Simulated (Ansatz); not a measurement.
Species: C$_{3}$H$_{8}$ClGe, charge -1, multiplicity 1. It need not be the lowest isomer of its formula. Whether it binds its extra electron was not tested at this geometry. 
Structure (B3LYP-D3(BJ)/def2-TZVP (Ansatz, an electronic-structure program) minimum search):
```
Ge
C 1 1.8374
H 2 1.0896 1 116.17
H 2 1.0896 3 112.35 1 137.17
C 1 1.9819 2 115.52 3 -47.91
H 5 1.0897 1 109.95 2 172.33
H 5 1.0909 6 108.64 1 119.80
H 5 1.0921 6 109.80 7 118.78
C 1 1.9819 2 115.52 3 -176.57
H 9 1.0897 1 109.95 2 -172.33
H 9 1.0909 10 108.64 1 -119.80
H 9 1.0921 10 109.80 11 -118.78
Cl 1 2.4565 2 123.36 3 67.76
```
Charge -1, spin multiplicity 1.

Basis-set convergence of Hartree-Fock and CCSD(T) correlation energies (hartree) with Ansatz. Correlated levels leave the core frozen unless marked. No spin-orbit coupling. The frozen core is the preceding noble-gas configuration, with the filled d and f shells of earlier blocks. Non-relativistic. This anion needs diffuse functions, which these sets lack.

| basis | functions | E(HF) | E(corr, CCSD(T)) |
|---|---|---|---|
| def2-SVP | 132 | -2652.65079 | -0.75525 |
| def2-TZVPP | 295 | -2653.21471 | -0.95573 |
| def2-QZVPP | 570 | (withheld) | (withheld) |

Fill in the missing entries.


- def2-QZVPP, E(HF): -2653.27658
- def2-QZVPP, E(corr, CCSD(T)): -1.01491
